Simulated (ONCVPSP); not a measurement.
## La (Z = 57), ONCV: configuration errors across variants

| Item | Value |
| --- | --- |
| Element | La |
| Generator | ONCVPSP 4.0.1 |
| Type | optimised norm-conserving Vanderbilt (ONCV) |
| Functional | PBEsol |
| Relativity | fully relativistic |
| Frozen core | [Kr] 4d10 |
| Valence charge | 11 |
| Reference configuration | 5s2 5p6 5d1 6s2 |
| Partial waves | 5s+6s: rc 2.80 bohr, ncon 5, nbas 8, qcut 5.4 1/bohr, 2 projectors; 5p: rc 2.45 bohr, ncon 3, nbas 7, qcut 6.4 1/bohr, 1 projector; 5d: rc 4.00 bohr, ncon 3, nbas 8, qcut 4.7 1/bohr, 2 projectors, debl 2.6 Ha; f scattering state at 0.11 Ha: rc 2.45 bohr, ncon 3, nbas 8, qcut 4.4 1/bohr, local |
| Local potential | the f channel |
| Core correction | Teter function, fcfact 4.25, rcfact 1.55 |

Open shells are filled in proportion to 2j + 1.

In the f channel the program set the typed energies aside and used -0.157 Ha (j = l + 1/2; the other j can differ).

All-electron excitation energies from the reference (eV): (1) 5s2 5p6 5d1 6s1 5.999; (2) 5s2 5p6 5d1 6s0 16.846; (3) 5s2 5p6 5d0 6s0 35.742; (4) 5s2 5p6 5d1.5 6s1.5 0.356.

4 further variants failed, have other tests or another functional or relativity, and are left out.

A true bound ghost makes a file unfit for plane-wave use even where its test errors are small: the radial tests pick states by their node count and pass the ghost by.

Errors AE − PS in meV (a dash: test not solved or not reliable):

| change | (1) | (2) | (3) | (4) | bound ghosts | GHOST(+) flags above zero |
| --- | --- | --- | --- | --- | --- | --- |
| base | -0.2 | -5.4 | -61 | -1.8 | s, p3/2, p1/2 | d5/2, d3/2 |
| p: qcut 4.2 | -0.1 | -4.3 | -54 | -1.8 | s, p3/2, p1/2 | d5/2, d3/2 |
| d: debl 0.25 | -0.6 | -8.4 | -61 | -2.1 | s, p3/2, p1/2 | none |

Task: Give the same row for: s: nproj 3.

Result: -0.3, -4.7, -61, -1.7; bound ghosts: s, p3/2, p1/2; GHOST(+) flags above zero: d5/2, d3/2.
